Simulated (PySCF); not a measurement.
Work out the structure from these simulated measurements.

Elements present: C, F, H, S and Si. Monoisotopic mass: 163.9948 u.

- Triplet: lowest triplet excitation (Tamm–Dancoff): 3.91 eV [TDA B3LYP/def2-SVPD]
- 13C NMR: chemical shifts (computed TMS as zero) by class: 178.6 (1 C), 161.7 (1 C), 91.8 (1 C), 14.5 (1 C) ppm [GIAO PBE0/pcSseg-1]
- NMR, other nuclei: isotropic shieldings of nuclei other than C and H, by class: 390 (1 F), 375 (1 Si), 392 (1 Si), 705 (1 S) ppm [GIAO PBE0/pcSseg-1]
- 1H NMR: chemical shifts (computed TMS as zero) by class: 7.00 (1 H), 5.73 (1 H), 5.37 (1 H), 5.12 (1 H), 4.98 (1 H), 4.93 (1 H), 1.97 (3 H) ppm [GIAO PBE0/pcSseg-1]
- Dipole: 2.96 D [B3LYP/def2-SVPD]
- Rotational structure: rotational constants A, B, C: 2.065, 0.668, 0.568 GHz [GFN2-xTB]
- Polarisability: 122.6 au [B3LYP/def2-SVPD]
- UV, strongest line: among the 8 lowest singlet transitions: S6 at 5.97 eV (208 nm, f = 0.140) [TDDFT B3LYP/def2-SVPD]

Electronic properties: PySCF, gas phase, density fitting. Levels stand in brackets. Geometry: GFN2-xTB, one conformer, isolated molecule. NMR classes are plain means over equivalent atoms (diastereotopic ones count apart unless rotation or inversion swaps them), as if these changed places fast.

Question: Which formula fits the mass and the elements?

Answer: C4H9FSSi2 (calculated 163.9948). No other formula that holds each of these elements comes within 0.0003 u with a fitting electron parity and a possible valence count.

Question: Give a SMILES that accounts for the data.

Answer: Numbering: `[CH3:1][S:2][SiH2:3][C:4]1=[CH:5][SiH2:6][C@H:7]1[F:8]`. Its formula, C4H9FSSi2, gives 2 degrees of unsaturation: 1 ring and 1 π bond in the structure found. 4 carbons fall into 4 classes; from least to most shielded: fully substituted alkene carbon [C4] (178.6 ppm), alkene CH carbon [C5] (161.7 ppm), sp3 C–F carbon [C7] (91.8 ppm), S-methyl carbon [C1] (14.5 ppm). Hydrogen classes from least to most shielded: 1 H on an alkene CH carbon, C5 (7.00 ppm), 1 H on an sp3 C–F carbon, C7 (5.73 ppm), 1 H on an SiH2 silicon, Si6 (5.37 ppm), 1 H on an SiH2 silicon, Si6 (5.12 ppm), 1 H on an SiH2 silicon, Si3 (4.98 ppm), 1 H on an SiH2 silicon, Si3 (4.93 ppm), 3 H on an S-methyl carbon, C1 (1.97 ppm). The other shieldings belong to: 390 ppm, alkyl fluorine [F8]; 375 ppm, SiH2 silicon [Si6]; 392 ppm, SiH2 silicon [Si3]; 705 ppm, sulfur bonded to C and Si [S2]. The optimised geometry has point group C1 and is an asymmetric top. Structure: `CS[SiH2]C1=C[SiH2][C@H]1F`. Computed isomers that give other values at the same levels: `CS[SiH2]C1=CC[Si@@H]1F` (13C chemical shifts (computed TMS as zero) by class: 180.8 (1 C), 162.9 (1 C), 35.4 (1 C), 14.1 (1 C) ppm); `F[C@@H]1CC=C1[SiH2]S[SiH3]` (13C chemical shifts (computed TMS as zero) by class: 166.8 (1 C), 153.9 (1 C), 91.3 (1 C), 44.4 (1 C) ppm). The assignments are read from this structure; whether some other isomer fits the data as well wasn't checked. The mirror image fits equally.

The values belong to the conformer `[CH3:1][S:2][SiH2:3][C:4]1=[CH:5][SiH2:6][C@H:7]1[F:8]`: C1–S2–Si3–C4 -60°, S2–Si3–C4–C5 86°.
